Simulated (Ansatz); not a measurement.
(OH)2Al-O-SiH3 (AlSiO3H5), relaxed as a singlet with RKS PBE0-D4/def2-SVP in Ansatz, starting from the GFN2-xTB geometry. Force threshold 0.02 eV/Å.

Start:

```xyz
10

Al   -1.139    0.405   -0.071
O    -2.178    0.493    1.217
O    -1.610    0.882   -1.583
O     0.426   -0.168    0.091
Si    1.963   -0.686    0.048
H    -2.194    0.300    2.144
H    -2.379    1.253   -1.994
H     2.350   -0.903    1.447
H     1.987   -1.933   -0.718
H     2.774    0.358   -0.581
```

Problem. Estimate the energy that the relaxation releases and the steps that it takes.

Solution. 0.16 eV, in 9 steps; 18 s on 2 threads of AMD EPYC 7R13 on a shared host. The force fell under the threshold at step 7, but the optimiser went on. No frequencies were taken in this run, so the end may be a saddle point.

Problem. Does the start keep its bonding and symmetry?

Solution. By distances, no bond broke or formed. The bond that changes most is Al1–O3, from 1.65 to 1.69 Å (atoms count from 1).

Problem. Predict the relaxed structure.

Solution. 
Cartesian coordinates in Å:
```
Al -1.164 0.416 -0.076
O -2.318 0.555 1.156
O -1.565 0.887 -1.650
O 0.386 -0.183 0.229
Si 1.944 -0.685 0.071
H -2.172 0.312 2.071
H -2.425 1.236 -1.891
H 2.522 -0.963 1.421
H 2.015 -1.939 -0.740
H 2.777 0.365 -0.591
```
Bond lengths: 3 × Al–O 1.69 Å; 1 × O–Si 1.64 Å; 3 × H–Si 1.49 to 1.50 Å; 2 × H–O 0.96 Å.
